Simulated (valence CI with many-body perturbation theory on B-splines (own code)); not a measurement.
E1 transitions of Se¹⁹⁺

Level of theory: relativistic CI+MBPT: five valence electrons over a frozen Dirac-Fock core [Ne], a basis of 9 s, 9 p, 8 d, 6 f, 3 g, 1 h functions for each j, with the one-electron correlation potential Σ1 (screened to all orders), the two-electron term Σ2, the three-electron term Σ3, Breit, model QED; selected single and double excitations, second order for the rest (own B-spline code, finite nucleus).

No measured spectrum was set against this ion. As an estimate, levels of excited configurations hold to 0.05 to 0.15 % of their energy, terms of the ground configuration to about 0.5 %. Among the levels kept, up to 450 cm⁻¹ of a level comes from second order outside the variational space, and about a tenth of that is noise between levels of different J, which matters for small intervals.

Lines 51 to 100 of 173 in falling wavelength, among levels below 1087300 cm⁻¹, chosen from the strongest by gf and those to the six lowest levels. Wavelengths and rates use the calculated energies, so an error of 300 cm⁻¹ moves a line at 205.4 Å by 0.062 % and its rate by three times that or more. Electric multipoles are in the length gauge, E1 and E2 with the static RPA response of the core. Weak lines are less certain than strong ones. Lines between different terms over intervals too small for the method are left out, as are lines whose strength nearly cancels. The highest levels of a list are the least certain.

Names give the largest LS component (configuration and term), which can be under half, so a name can repeat, a term be missing and a line seem to break the LS rules; names also repeat where a configuration has a term twice. Letters in brackets count levels of one name in rising energy.

```tsv
λ vac (Å)	Upper	Lower	A (s⁻¹)	S (a.u.)
205.4	3s2 3p2 3d 4F_3/2	3s2 3p3 2P°_3/2	4.33e+07	7.42e-04
200.9	3s 3p4 4P_3/2	3s2 3p3 4S°_3/2	4.79e+09	7.68e-02
200.8	3s 3p4 2D_5/2	3s2 3p3 2D°_5/2	5.83e+09	1.40e-01
199.1	3s2 3p2 3d 4F_5/2	3s2 3p3 2P°_3/2	4.41e+07	1.03e-03
198.2	3s 3p4 2D_3/2	3s2 3p3 2D°_3/2	8.17e+09	1.26e-01
196.6	3s 3p4 4P_1/2	3s2 3p3 4S°_3/2	5.23e+09	3.92e-02
195.3	3s2 3p2 3d 2P_3/2 [a]	3s2 3p3 2P°_1/2	1.05e+09	1.54e-02
192.3	3s 3p4 2S_1/2	3s2 3p3 2P°_1/2	7.01e+09	4.92e-02
191.9	3s 3p4 2D_5/2	3s2 3p3 2D°_3/2	5.48e+06	1.15e-04
190.3	3s2 3p2 3d 2F_5/2	3s2 3p3 2P°_3/2	2.38e+05	4.85e-06
189.9	3s 3p3 3d 6D°_3/2	3s 3p4 4P_1/2	6.91e+07	9.35e-04
189.2	3s2 3p2 3d 4D_1/2 [a]	3s2 3p3 2P°_3/2	5.12e+09	3.42e-02
188.2	3s2 3p2 3d 4F_3/2	3s2 3p3 2P°_1/2	6.40e+05	8.42e-06
186.5	3s 3p3 3d 6D°_1/2	3s 3p4 4P_3/2	2.81e+08	1.80e-03
186.1	3s 3p3 3d 6D°_3/2	3s 3p4 4P_3/2	8.32e+07	1.06e-03
182.6	3s2 3p2 3d 4D_3/2	3s2 3p3 2P°_3/2	2.19e+08	2.64e-03
180.7	3s2 3p2 3d 4D_1/2 [b]	3s2 3p3 2P°_3/2	8.60e+09	5.01e-02
180.3	3s2 3p2 3d 2P_3/2 [a]	3s2 3p3 2D°_5/2	1.11e+10	1.28e-01
180.2	3p5 2P°_3/2	3s 3p4 4P_3/2	4.08e+08	4.71e-03
176.9	3s2 3p2 3d 4D_5/2	3s2 3p3 2P°_3/2	9.02e+07	1.48e-03
175.6	3s 3p4 2D_3/2	3s2 3p3 4S°_3/2	4.33e+08	4.63e-03
174.5	3s2 3p2 3d 4D_1/2 [a]	3s2 3p3 2P°_1/2	2.47e+09	1.30e-02
174.3	3s2 3p2 3d 4F_3/2	3s2 3p3 2D°_5/2	1.64e+09	1.71e-02
173.4	3s 3p3 3d 6D°_3/2	3s 3p4 4P_5/2	1.92e+08	1.98e-03
173.1	3s2 3p2 3d 2P_3/2 [a]	3s2 3p3 2D°_3/2	2.36e+07	2.42e-04
172.9	3s 3p3 3d 6D°_5/2	3s 3p4 4P_5/2	2.75e+08	4.20e-03
172.2	3s 3p3 3d 6D°_7/2	3s 3p4 4P_5/2	5.99e+07	1.21e-03
170.8	3s 3p4 2S_1/2	3s2 3p3 2D°_3/2	1.40e+10	6.90e-02
170.6	3s 3p4 2D_5/2	3s2 3p3 4S°_3/2	1.02e+08	1.50e-03
169.7	3s2 3p2 3d 4F_5/2	3s2 3p3 2D°_5/2	3.54e+08	5.13e-03
168.9	3s2 3p2 3d 4D_3/2	3s2 3p3 2P°_1/2	2.54e+08	2.42e-03
168.2	3p5 2P°_3/2	3s 3p4 4P_5/2	1.03e+09	9.70e-03
167.5	3s2 3p2 3d 4F_3/2	3s2 3p3 2D°_3/2	1.95e+09	1.81e-02
167.2	3s2 3p2 3d 4D_1/2 [b]	3s2 3p3 2P°_1/2	8.77e+07	4.05e-04
163.3	3s2 3p2 3d 4F_5/2	3s2 3p3 2D°_3/2	7.29e+07	9.40e-04
163.3	3s2 3p2 3d 2F_5/2	3s2 3p3 2D°_5/2	3.16e+07	4.07e-04
162.0	3s2 3p2 3d 4F_7/2	3s2 3p3 2D°_5/2	1.57e+08	2.63e-03
160.4	3s 3p4 2P_3/2	3s2 3p3 2P°_3/2	2.29e+09	1.86e-02
158.7	3s2 3p2 3d 2F_7/2 [a]	3s2 3p3 2D°_5/2	1.35e+08	2.14e-03
157.6	3s2 3p2 3d 4D_3/2	3s2 3p3 2D°_5/2	4.56e+09	3.52e-02
157.3	3s2 3p2 3d 2F_5/2	3s2 3p3 2D°_3/2	4.70e+06	5.42e-05
157.3	3s2 3p2 3d 4P_5/2	3s2 3p3 2P°_3/2	4.26e+04	4.90e-07
156.5	3s2 3p2 3d 4D_1/2 [a]	3s2 3p3 2D°_3/2	6.26e+08	2.37e-03
155.6	3s2 3p2 3d 2P_3/2 [a]	3s2 3p3 4S°_3/2	1.50e+07	1.12e-04
154.6	3s2 3p2 3d 4P_3/2	3s2 3p3 2P°_3/2	1.02e+09	7.47e-03
153.7	3s 3p4 2S_1/2	3s2 3p3 4S°_3/2	2.08e+09	7.44e-03
153.3	3s2 3p2 3d 4P_1/2	3s2 3p3 2P°_3/2	4.56e+09	1.62e-02
153.3	3s2 3p2 3d 4D_5/2	3s2 3p3 2D°_5/2	1.31e+09	1.40e-02
152.0	3s2 3p2 3d 4D_3/2	3s2 3p3 2D°_3/2	1.50e+08	1.04e-03
151.0	3s2 3p2 3d 4F_3/2	3s2 3p3 4S°_3/2	1.38e+09	9.40e-03
```
